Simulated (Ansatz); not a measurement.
The same path of CH5AsO (8 atoms, charge 0, multiplicity 1) was run 3 times with different band settings. The coordinate that changes most is the height of As3 over the plane of its neighbours.

Level of theory: RKS revPBE-D4/def2-SVP in Ansatz.

Relaxed end points:

```xyz
8
Properties=species:S:1:pos:R:3
O -1.445 0.673 -0.435
C -0.151 0.660 0.130
As 1.052 -0.682 -0.821
H -1.867 -0.177 -0.209
H -0.145 0.461 1.226
H 0.293 1.662 -0.036
H 0.272 -1.886 -0.240
H 2.083 -0.769 0.329
```

```xyz
8
Properties=species:S:1:pos:R:3
O -1.051 0.556 -0.797
C -0.184 0.676 0.305
As 1.305 -0.696 0.435
H -1.459 -0.328 -0.748
H -0.707 0.647 1.292
H 0.313 1.665 0.229
H 0.321 -1.883 0.314
H 1.556 -0.693 -1.085
```

Common settings: movable images 7; climbing image yes; optimiser quadratic models (default); start path IDPP; end points relaxed.

| run | spring | force threshold | iteration limit |
| --- | --- | --- | --- |
| 1 | 5.0 eV/Å² | 0.05 eV/Å | 46 |
| 2 | 5.0 eV/Å² | 0.2 eV/Å | 52 |
| 3 | 20.0 eV/Å² | 0.05 eV/Å | 60 |

(1) What does each run give, and how far can it be trusted?

Results:

(1) Run 1: converged after 12 iterations, highest image 1.604 eV above the first end. Neighbouring images differ by up to 1.5 eV, so the band resolves the path poorly. A vibrational analysis at the climbing image gives one clearly imaginary mode, 870i cm⁻¹: a first-order saddle point.
Run 2: converged after 9 iterations, highest image 1.609 eV above the first end. The threshold of 0.2 eV/Å is loose, so the images may lie well off the minimum-energy path. Neighbouring images differ by up to 1.5 eV, so the band resolves the path poorly. The order of the stationary point at the top wasn't checked.
Run 3: converged after 12 iterations, highest image 1.604 eV above the first end. Neighbouring images differ by up to 1.5 eV, so the band resolves the path poorly. Another band between the same ends (7 images) ends at a top of the same energy, where a vibrational analysis finds 1 clearly imaginary mode.
